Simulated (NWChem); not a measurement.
System: SiNH5; SMILES N[SiH3]

The following NWChem deck was run.

```
start job
memory heap 200 mb stack 900 mb global 1100 mb
geometry units angstroms noautosym nocenter noautoz
  Si    -0.011046     0.555539     0.000000
  N     -0.040970    -1.177893     0.000000
  H     -0.721362     1.028479    -1.226254
  H     -0.721362     1.028479     1.226254
  H      1.345009     1.205233     0.000000
  H      0.270495    -1.669668    -0.830940
  H      0.270495    -1.669668     0.830940
end
basis spherical
  * library def2-svpd
end
dft
  xc xcamb88 1.00 lyp 0.81 vwn_5 0.19 hfexch 1.00
  cam 0.33 cam_alpha 0.19 cam_beta 0.46
  iterations 150
end
property
  response 1 0.0
end
task dft property
```

Parts of the log:

```
             Northwest Computational Chemistry Package (NWChem) 7.3.0
             --------------------------------------------------------

                             Geometry "geometry" -> ""
                             -------------------------

 Output coordinates in angstroms (scale by  1.889725989 to convert to a.u.)

  No.       Tag          Charge          X              Y              Z
 ---- ---------------- ---------- -------------- -------------- --------------
    1 Si                  14.0000    -0.01104600     0.55553900     0.00000000
    2 N                    7.0000    -0.04097000    -1.17789300     0.00000000
    3 H                    1.0000    -0.72136200     1.02847900    -1.22625400
    4 H                    1.0000    -0.72136200     1.02847900     1.22625400
    5 H                    1.0000     1.34500900     1.20523300     0.00000000
    6 H                    1.0000     0.27049500    -1.66966800    -0.83094000
    7 H                    1.0000     0.27049500    -1.66966800     0.83094000

 Effective nuclear repulsion energy (a.u.)      64.4023009275

                              NWChem Property Module
                              ----------------------

                                 NWChem DFT Module
                                 -----------------

 Summary of "ao basis" -> "ao basis" (spherical)
 ------------------------------------------------------------------------------
       Tag                 Description            Shells   Functions and Types
 ---------------- ------------------------------  ------  ---------------------
 Si                        def2-svpd                10       24   5s3p2d
 N                         def2-svpd                 8       20   4s2p2d
 H                         def2-svpd                 4        8   2s2p

            General Information
            -------------------
          SCF calculation type: DFT
          Wavefunction type:  closed shell.
          No. of atoms     :     7
          No. of electrons :    26
           Alpha electrons :    13
            Beta electrons :    13
          Charge           :     0
          Spin multiplicity:     1
          Use of symmetry is: off; symmetry adaption is: off
          Maximum number of iterations: 150
          AO basis - number of functions:    84
                     number of shells:    38
          Convergence on energy requested:  1.00D-06
          Convergence on density requested:  1.00D-05
          Convergence on gradient requested:  5.00D-04

              XC Information
              --------------
                     Hartree-Fock (Exact) Exchange  1.000
                   CAM-Becke88 Exchange Functional  1.000
                      VWN V Correlation Functional  0.190 local
              Lee-Yang-Parr Correlation Functional  0.810

           Range-Separation Parameters
           ---------------------------
           Alpha           :  0.19
           Beta            :  0.46
           Gamma           :  0.33
           Short-Range HF  :     F

             Grid Information
             ----------------
          Grid used for XC integration:  medium
          Radial quadrature: Mura-Knowles
          Angular quadrature: Lebedev.
          Tag              B.-S. Rad. Rad. Pts. Rad. Cut. Ang. Pts.
          ---              ---------- --------- --------- ---------
          Si                  1.10       88           9.0       590
          N                   0.65       49           9.0       434
          H                   0.35       45          10.0       434
          Grid pruning is: on
          Number of quadrature shells:   362
          Spatial weights used:  Erf1

      Superposition of Atomic Density Guess
      -------------------------------------

 Sum of atomic energies:        -345.47979817

      Non-variational initial energy
      ------------------------------

 Total energy =    -346.280361
 1-e energy   =    -604.042092
 2-e energy   =     193.359430
 HOMO         =      -0.333956
 LUMO         =       0.033669

   convergence    iter        energy       DeltaE   RMS-Dens  Diis-err
 ---------------- ----- ----------------- --------- --------- ---------
 d= 0,ls=0.0,diis     1   -347.0827222269 -4.11D+02  1.29D-02  2.65D-01
 d= 0,ls=0.0,diis     2   -347.0965334001 -1.38D-02  4.12D-03  1.61D-01
 d= 0,ls=0.0,diis     3   -347.1125184429 -1.60D-02  1.30D-03  1.33D-02
 d= 0,ls=0.0,diis     4   -347.1139719698 -1.45D-03  2.78D-04  8.44D-05
 d= 0,ls=0.0,diis     5   -347.1139853362 -1.34D-05  8.92D-05  3.90D-06
 d= 0,ls=0.0,diis     6   -347.1139861769 -8.41D-07  2.45D-05  1.94D-07
 d= 0,ls=0.0,diis     7   -347.1139862214 -4.45D-08  7.95D-06  7.87D-09

         Total DFT energy =     -347.113986221357
      One electron energy =     -606.119776955340
           Coulomb energy =      224.250368709348
    Exchange-Corr. energy =      -29.646878902916
 Nuclear repulsion energy =       64.402300927550

 Numeric. integr. density =       26.000004599369

                       DFT Final Molecular Orbital Analysis
                       ------------------------------------

 Vector   11  Occ=2.000000D+00  E=-4.140605D-01
              MO Center=  1.6D-01,  4.6D-01,  1.8D-08, r^2= 2.7D+00
   Bfn.  Coefficient  Atom+Function         Bfn.  Coefficient  Atom+Function
  ----- ------------  ---------------      ----- ------------  ---------------
    61      0.282859  5 H  s                  9      0.278865  1 Si px
    12      0.246179  1 Si px                28     -0.214612  2 N  s
    29     -0.210918  2 N  px                45     -0.190565  3 H  s
    53     -0.190565  4 H  s                  6     -0.160277  1 Si px
    30     -0.138640  2 N  py                32      0.136863  2 N  px

 Vector   12  Occ=2.000000D+00  E=-4.011802D-01
              MO Center= -4.8D-01,  8.2D-01, -1.7D-08, r^2= 2.3D+00
   Bfn.  Coefficient  Atom+Function         Bfn.  Coefficient  Atom+Function
  ----- ------------  ---------------      ----- ------------  ---------------
    14      0.330728  1 Si pz                45     -0.325229  3 H  s
    53      0.325229  4 H  s                 11      0.289749  1 Si pz
     8     -0.165146  1 Si pz                31      0.097821  2 N  pz
    70      0.091668  6 H  s                 78     -0.091668  7 H  s
    69      0.087181  6 H  s                 77     -0.087181  7 H  s

 Vector   13  Occ=2.000000D+00  E=-3.271121D-01
              MO Center=  7.3D-02, -6.2D-01, -4.7D-09, r^2= 2.4D+00
   Bfn.  Coefficient  Atom+Function         Bfn.  Coefficient  Atom+Function
  ----- ------------  ---------------      ----- ------------  ---------------
    29      0.497363  2 N  px                28      0.402257  2 N  s
    32     -0.341678  2 N  px                61      0.225099  5 H  s
    70     -0.152505  6 H  s                 78     -0.152505  7 H  s
    12      0.138781  1 Si px                 4     -0.121344  1 Si s
    30      0.111544  2 N  py                13      0.110521  1 Si py

 Vector   14  Occ=0.000000D+00  E= 3.558726D-02
              MO Center=  3.1D-01, -5.9D-01,  8.5D-09, r^2= 7.3D+00
   Bfn.  Coefficient  Atom+Function         Bfn.  Coefficient  Atom+Function
  ----- ------------  ---------------      ----- ------------  ---------------
     4      3.659592  1 Si s                 28     -3.491644  2 N  s
     5     -2.133462  1 Si s                 70      1.209975  6 H  s
    78      1.209975  7 H  s                 76      0.388558  6 H  pz
    84     -0.388558  7 H  pz                46     -0.329289  3 H  s
    54     -0.329289  4 H  s                 62     -0.300325  5 H  s

 Vector   15  Occ=0.000000D+00  E= 6.421108D-02
              MO Center= -9.7D-03,  1.8D+00,  7.9D-10, r^2= 7.0D+00
   Bfn.  Coefficient  Atom+Function         Bfn.  Coefficient  Atom+Function
  ----- ------------  ---------------      ----- ------------  ---------------
    28      4.305022  2 N  s                  5     -3.830210  1 Si s
     4      3.611300  1 Si s                 13      1.170440  1 Si py
    70     -1.090113  6 H  s                 78     -1.090114  7 H  s
    62     -0.702965  5 H  s                 46     -0.530498  3 H  s
    54     -0.530498  4 H  s                 24      0.461922  1 Si d  2

 Vector   16  Occ=0.000000D+00  E= 9.050176D-02
              MO Center=  4.3D-01,  5.4D-01,  3.0D-09, r^2= 5.4D+00
   Bfn.  Coefficient  Atom+Function         Bfn.  Coefficient  Atom+Function
  ----- ------------  ---------------      ----- ------------  ---------------
    23      0.916821  1 Si d  1              46      0.488195  3 H  s
    54     -0.488195  4 H  s                 14      0.284615  1 Si pz
    11     -0.186182  1 Si pz                51     -0.176034  3 H  py
    59      0.176034  4 H  py                18      0.157725  1 Si d  1
    45     -0.139694  3 H  s                 53      0.139694  4 H  s

     Multipole analysis of the density
     ---------------------------------

     L   x y z        total         alpha         beta         nuclear
     -   - - -        -----         -----         ----         -------
     0   0 0 0     -0.000000    -13.000000    -13.000000     26.000000

     1   1 0 0      0.335650      0.166085      0.166085      0.003479
     1   0 1 0     -0.375991      0.326813      0.326813     -1.029617
     1   0 0 1      0.000000      0.000000      0.000000      0.000000

     2   2 0 0    -17.897903    -14.322633    -14.322633     10.747363
     2   1 1 0     -1.547576      0.144223      0.144223     -1.836022
     2   1 0 1     -0.000000     -0.000000     -0.000000      0.000000
     2   0 2 0    -15.574802    -49.169717    -49.169717     82.764632
     2   0 1 1     -0.000000     -0.000000     -0.000000      0.000000
     2   0 0 2    -15.591498    -15.631236    -15.631236     15.670974

 *** CALLING NEW AORESP DRIVER FOR CLOSED AND OPEN SHELLS ***
 Entering AOResponse driver routine

--------------------------------------------------------------------------------

          -----------------------------------------------
          Solving response equations for perturbing field
          -----------------------------------------------

 number of frequencies:     1
 frequency in a.u.:  0.0000000E+00
 Perturbing field: electric
 Using El. Dipole Length Gauge

 Setting up CPKS with frequency omega =      0.00000000 a.u.

 STATIC response

                                NWChem CPHF Module
                                ------------------

  scftype          =     RHF
  nclosed          =       13
  nopen            =        0
  variables        =      923
  # of vectors     =        3
  tolerance        = 0.10D-03
  level shift      = 0.00D+00
  max iterations   =       50
  max subspace     =       30

 SCF residual:    2.9456726183128665E-005

Iterative solution of linear equations
  No. of variables      923
  No. of equations        3
  Maximum subspace       30
        Iterations       50
       Convergence  1.0D-04

   iter   nsub   residual    time
   ----  ------  --------  ---------
     1      3    9.77D-01      38.9
     2      6    6.64D-01      44.0
     3      9    2.32D-01      49.2
     4     12    1.45D-02      54.5
     5     15    4.39D-03      59.8
     6     18    6.40D-04      65.3
     7     21    5.53D-05      70.6

 Electric Dipole Response Matrix (nonzero elements):

              1        2        3
    1   36.8230   0.6141   0.0000
    2    0.6141  40.8080  -0.0000
    3    0.0000  -0.0000  37.1749

 ------------------------------------------
 average:        38.26866 + I       0.00000

 DFT Linear Response polarizability / au
 Frequency  =       0.0000000 / au
              X              Y              Z
 -----------------------------------------------
 X      36.8230161      0.6141290      0.0000000
 Y       0.6141086     40.8080108     -0.0000000
 Z       0.0000000     -0.0000000     37.1749387
 -----------------------------------------------
 Eigenvalues =      36.7305194     40.9005074     37.1749387
 Isotropic   =      38.2686552
 Anisotropic =       3.9664954
 -----------------------------------------------

 Magnetic Dipole Response Matrix (nonzero elements):

 Exiting AOResponse driver routine
```

Level: CAM-B3LYP/def2-SVPD. Geometry: optimised at PBE0/def2-SVP.
